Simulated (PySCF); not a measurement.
# Gas-phase XPS of GeH2MePh, computed

GeH2MePh, C7H10Ge.
Z-matrix (Å and degrees, PBE0-D3(BJ)/def2-SVP geometry), rows numbered from 1:
```
Ge
H   1  1.5433
H   1  1.5433  2  109.43
C   1  1.9541  2  109.89  3  -120.60
H   4  1.0996  1  110.96  2    58.79
H   4  1.0997  1  109.94  2   -61.54
H   4  1.0997  1  110.03  2   179.17
C   1  1.9497  2  108.69  3   118.70
C   8  1.4017  1  120.71  2  -153.07
C   9  1.3943  8  120.92  1  -177.91
C  10  1.3943  9  120.01  8    -0.09
C  11  1.3941 10  119.78  9    -0.08
C  12  1.3946 11  120.02 10     0.09
H   9  1.0944  8  119.98  1     2.38
H  10  1.0930  9  119.92  8  -179.91
H  11  1.0928 10  120.11  9  -179.86
H  12  1.0930 11  120.06 10  -179.71
H  13  1.0943  8  119.97  1    -2.41
```

Method used: delta-SCF UKS SCAN, pcX-2 on the ionised atom, pcseg-1 elsewhere, spin-free X2C in PySCF 2.14.0. These are vertical core ionisation energies against the vacuum level, from separate self-consistent calculations with and without the core hole.

Q: What binding energy does each computed site have?

A: 
```csv
atom(s),environment,level,binding energy (eV),above the level's lowest (eV),count
C4,carbon bonded to Ge and 3 H,C 1s,290.05,+0.28,1
C8,carbon bonded to 2 C and Ge,C 1s,289.77,0.00,1
C9/C13,carbon bonded to 2 C and H,C 1s,290.08,+0.31,2
C10/C12,carbon bonded to 2 C and H,C 1s,290.14,+0.37,2
C11,carbon bonded to 2 C and H,C 1s,290.13,+0.36,1
```

Lowest listed C 1s: C8, bonded to 2 C and Ge. Highest, 0.37 eV above it: C10/C12, bonded to 2 C and H. The widest gap between neighbouring values is 0.28 eV, between 289.77 and 290.05 eV. The values 290.05, 290.08, 290.13 and 290.14 eV lie too close for their order to be trusted.

Q: Express the binding energy of C 1s of C11 in atomic units and per mole.

A: 290.13 eV = 10.6621 Eh = 27993 kJ/mol.

Topologically equivalent atoms share the value of their first member; where this conformer doesn't relate them by symmetry, their own values could differ. Spin contamination (⟨S²⟩ against 0.75 for a pure doublet) is marked for C 1s of C8 (0.85), which makes this value less certain. No level of germanium is listed. Isolated species at its PBE0-D3(BJ)/def2-SVP geometry (one conformer only).

Time: 2.8 min wall; peak memory 0.86 GiB. Hardware: one thread of an AMD EPYC, shared host.
